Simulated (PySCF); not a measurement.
Compound: C5H9FO.
Z-matrix (Å and degrees, GFN2-xTB geometry), rows numbered from 1:
```
C 
C   1  1.5199
F   2  1.3869  1  109.35
C   2  1.5147  1  111.91  3   119.70
O   4  1.3981  2  116.81  1    83.39
C   5  1.4024  4   63.22  2   112.74
C   6  1.5059  4  121.50  5  -105.91
H   1  1.0861  2  109.04  3  -178.57
H   1  1.0867  2  110.19  3    61.18
H   1  1.0875  2  109.90  3   -58.80
H   2  1.0974  1  111.14  3  -116.77
H   4  1.0882  2  114.20  1   -55.39
H   6  1.0882  4  117.46  5   102.70
H   7  1.0875  6  109.63  4   -89.09
H   7  1.0868  6  110.23  4    31.25
H   7  1.0875  6  110.12  4   151.06
```

PySCF, density fitting, gas phase, GFN2-xTB geometry. The standard run uses grid level 2 after a coarse-grid start, the def2-universal JK fitting basis (with tight functions added where the orbital basis needs them), an energy threshold of 1e-9 Eh and DIIS. The changed runs have no coarse-grid stage.

Q: Standard PBE0/def2-SVPD: E = -370.321125 Eh, HOMO -8.086 eV, LUMO 0.915 eV, dipole 0.470 D, 14 cycles (coarse-grid cycles included). What changes at PBE0/def2-SVPD with: grid level 0, fitting basis cc-pvdz-ri, at most 71 cycles?

A: E = -370.273098 Eh (+48.027 mEh), HOMO -8.077 eV (+0.009), LUMO 0.905 eV (-0.010), dipole 0.464 D (-0.006), 10 SCF cycles. Of the changed settings only the grid and fitting basis enter the energy expression; the total energy moves by 30 kcal/mol. The setting was typed as a poor one on purpose.

The cycles:
```
cycle   1  E = -370.1866516296  dE =  8.705e-01  |g| = 6.606e-01  |ddm| = 5.712e+00
cycle   2  E = -370.0888514509  dE =  9.780e-02  |g| = 1.001e+00  |ddm| = 1.998e+00
cycle   3  E = -370.2704773278  dE = -1.816e-01  |g| = 1.112e-01  |ddm| = 1.205e+00
cycle   4  E = -370.2727588554  dE = -2.282e-03  |g| = 4.095e-02  |ddm| = 1.837e-01
cycle   5  E = -370.2730711497  dE = -3.123e-04  |g| = 1.222e-02  |ddm| = 6.030e-02
cycle   6  E = -370.2730952597  dE = -2.411e-05  |g| = 3.803e-03  |ddm| = 1.790e-02
cycle   7  E = -370.2730981252  dE = -2.866e-06  |g| = 3.736e-04  |ddm| = 5.455e-03
cycle   8  E = -370.2730981561  dE = -3.086e-08  |g| = 1.346e-04  |ddm| = 1.094e-03
cycle   9  E = -370.2730981602  dE = -4.127e-09  |g| = 3.748e-05  |ddm| = 3.143e-04
cycle  10  E = -370.2730981605  dE = -3.286e-10  |g| = 8.331e-06  |ddm| = 9.501e-05
```
